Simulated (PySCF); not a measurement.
**Vertical excitation energies**

Pentafluoropropionic acid, C3HF5O2.
SMILES with atom numbers: `[O:1]=[C:2]([OH:3])[C:4]([F:5])([F:6])[C:7]([F:8])([F:9])[F:10]` (hydrogens: H11 on O3)

Method: TDDFT CAM-B3LYP/def2-SVPD, vertical, gas phase, core orbitals frozen in the response (PySCF). The structure is a single PBE0-D3(BJ)/def2-SVP conformer in the gas phase; no vibrational or solvent corrections. Torsions of this conformer, `[O:1]=[C:2]([OH:3])[C:4]([F:5])([F:6])[C:7]([F:8])([F:9])[F:10]`: O1–C2–C4–F5 -30°, C2–C4–C7–F8 178°, H–O3–C2–O1 -1°.

```
state  E (eV)  E (kJ/mol)  λ (nm)       f  |μ| (D)  main configurations (H = HOMO, L = LUMO)
   S1    5.60         540   221.3  0.0015     0.27                                 H→L (95%)
   S2    8.04         775   154.3   0.058     1.38                  H→L+1 (49%), H-1→L (44%)
   S3    8.47         818   146.3   0.011     0.57                   H-2→L (83%), H-3→L (9%)
   S4    8.65         835   143.3   0.152     2.15                  H-1→L (47%), H→L+1 (42%)
   S5    8.97         865   138.2  0.0050     0.38                             H-1→L+1 (93%)
   S6    9.59         926   129.3   0.016     0.66      H-3→L (60%), H-2→L (10%), H-4→L (9%)
```

The lowest singlet comes at 221 nm (540 kJ/mol) in the ultraviolet; it is very weak; its leading configuration is HOMO→LUMO (95%). The strongest level in the table is S4 at 8.65 eV (143 nm, f = 0.152). S1 has the pattern of n→π* at C=O. The listed states span 3.99 eV, and the widest gap between neighbours is 2.43 eV (S1 to S2). Weighted by f, the mean energy of these states is 8.55 eV. The oscillator strengths of these states sum to 0.243; summed over the whole spectrum of an exact calculation they would give the number of electrons, 80 (Thomas–Reiche–Kuhn). Only the lowest 6 singlets were computed, as vertical energies without vibronic structure.
